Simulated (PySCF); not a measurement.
A calculated (MN15, PySCF 2.14, x2c-SVPall, the spin-free X2C one-electron Hamiltonian (Gaussian nucleus)) atom or ion has these occupied shells.

| shell | electrons | orbital energy (eV) | rms radius, mean of both spins (bohr) |
| --- | --- | --- | --- |
| 1s α | 1 | -15927.3 | 0.0450 |
| 1s β | 1 | -15927.3 | 0.0450 |
| 2s α | 1 | -2146.7 | 0.187 |
| 2s β | 1 | -2146.7 | 0.187 |
| 2p β | 3 | -1927.5 | 0.166 |
| 2p α | 3 | -1927.5 | 0.166 |
| 3s α | 1 | -335.36 | 0.532 |
| 3s β | 1 | -335.35 | 0.532 |
| 3p β | 3 | -264.96 | 0.540 |
| 3p α | 3 | -264.96 | 0.540 |
| 3d β | 5 | -140.91 | 0.550 |
| 3d α | 5 | -140.91 | 0.550 |
| 4s α | 1 | -51.821 | 1.46 |
| 4s β | 1 | -51.627 | 1.46 |
| 4p α | 3 | -32.874 | 1.68 |
| 4p β | 3 | -32.709 | 1.68 |
| 5s α | 1 | -9.508 | 4.31 |

(1) Name the element and its charge.

Answers

(1) Sr⁺ (strontium, charge +1), in [Kr] 5s1, 2S determinant.
